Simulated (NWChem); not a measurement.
CH4F2O2Si; SMILES FC([SiH](O)O)F

```xyz
10

O     -1.3775    -0.8324     0.7901
Si    -0.2241    -0.7965    -0.3971
O      1.0240    -1.8168    -0.0587
C      0.3661     1.0316    -0.4216
F      1.1792     1.2528     0.6501
F     -0.7437     1.8217    -0.2630
H     -1.7594     0.0261     1.0050
H     -0.7290    -1.2027    -1.7294
H      1.4422    -1.7240     0.8034
H      0.8971     1.3842    -1.3248
```
Atoms are numbered in this order, from 1.

All runs: NWChem. Pople sets run with spherical d functions. Geometry: optimised at PBE0/def2-SVP. Level MN15/6-31G*: energy and gradient on several grids; changes count from the extra-fine grid, which is no exact limit either.

| grid | size of the energy change (μHa) | largest change of a gradient component (μHa/bohr) | time, medium = 1 (rough) |
|---|---|---|---|
| xcoarse | 40000 | 2000 | about 1 |
| coarse | 800 | 600 | about 1 |
| medium | 40 | 200 | about 1 |
| fine | < 10 | < 30 | about 1 |
| xfine | < 10 | < 30 | 2 |
